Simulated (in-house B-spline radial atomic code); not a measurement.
The numbers below are computed, except where a source is named.
C6 from the polarisability at imaginary frequency: the germanium ion Ge²⁺

BHandHLYP linear response of the closed shell [Ar] 3d10 4s2, from a B-spline radial code for spherical atoms; scalar-relativistic (spin-free one-electron X2C), finite nucleus, no spin-orbit coupling; shells from n = 2 respond.

The dispersion coefficient of two like species is C6 = (3/π) ∫ α(iu)² du from 0 to ∞.

```
u (hartree)  α(iu) (bohr³)
          0          10.74
      0.156          9.536
      0.364          6.506
      0.624          3.941
       1.04          2.177
       1.56          1.344
       2.34         0.8392
       3.64         0.5009
        5.2         0.3224
       7.79         0.1875
         13        0.08754
         26        0.02789
```

**Question.** Fit one oscillator, α(iu) = α(0)/(1 + u²/ω²), through u = 0.156 and estimate C6.

**Answer.** From α(0)/α(iu) − 1 = 10.74/9.536 − 1 = 0.1263, ω = u/√0.1263 = 0.4390 hartree (11.9 eV). London's formula gives C6 = (3/4) α(0)² ω = 0.75 × 10.74² × 0.4390 = 37.98 hartree·bohr⁶, and the oscillator holds f = α(0) ω² = 2.07 electrons, of a sum of oscillator strengths of 28.6.

**Question.** How does that compare with the full integral?

**Answer.** The program's quadrature over all excitations gives C6 = 42.14, so the single oscillator is off by -9.9 %. At the last point the fit gives α = 0.00306 against 0.0279: higher excitations, and deeper shells where there are any, keep the true curve higher at large u.
